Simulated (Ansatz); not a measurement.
Breaking the P1–P2 bond in H4P2 (SMILES PP) (multiplicity 1 held, fragments rigid). Energies count from the point at 2.250 Å.
Geometry at that point (charge 0, multiplicity 1):
```xyz
6

P     -0.98931    -0.53589     0.00726
P      0.98931     0.53589    -0.00726
H     -1.52763     0.25159    -1.04540
H     -1.54505     0.31148     1.00281
H      1.54505    -0.31148    -1.00281
H      1.52763    -0.25159     1.04540
```

Restricted levels (R-, RO-) in cc, def2 and unpolarised 6-31G sets keep to the state of the molecule at rest. U- levels take the lowest unrestricted solution at each point, which mixes spins at long bonds. Active spaces are followed from a long bond inwards. Levels need not reach the same state.

Frozen-core correlation.

Run with Ansatz (Gaussian basis) for Hartree–Fock, density functionals and correlated methods. 

Energies in kcal/mol.

```csv
R (Å),U-HF/cc-pV(D+d)Z,R-SCS-MP2/cc-pV(D+d)Z,R-CCSDT/cc-pV(D+d)Z,"SC-NEVPT2 on CASSCF(2,2)/cc-pV(D+d)Z","FIC-MRCISD+Q on CASSCF(2,2)/cc-pV(D+d)Z"
1.800,57.6,57.0,57.7,59.8,58.0
2.025,10.0,10.1,10.6,11.8,10.7
2.250,0.0,0.0,0.0,0.0,0.0
2.475,6.0,5.2,4.4,3.1,4.2
2.700,17.7,16.1,14.0,12.3,13.7
3.038,26.7,34.1,28.9,27.4,28.3
3.375,29.7,49.4,40.0,38.7,39.0
3.938,31.4,64.9,49.2,48.2,47.8
4.501,31.9,68.3,52.1,51.1,50.6
5.176,32.1,60.3,52.9,52.0,51.4
6.076,32.2,40.0,53.1,52.3,51.7
7.201,32.2,11.6,53.1,52.3,51.7
```

Doubts at one or more of the structures used: a spin-contaminated determinant (U-HF/cc-pV(D+d)Z); a restricted determinant that unrestricted orbitals would lower (R-SCS-MP2/cc-pV(D+d)Z, R-CCSDT/cc-pV(D+d)Z); other coupled-cluster roots lie near (R-CCSDT/cc-pV(D+d)Z).

Ansatz is an electronic-structure program.
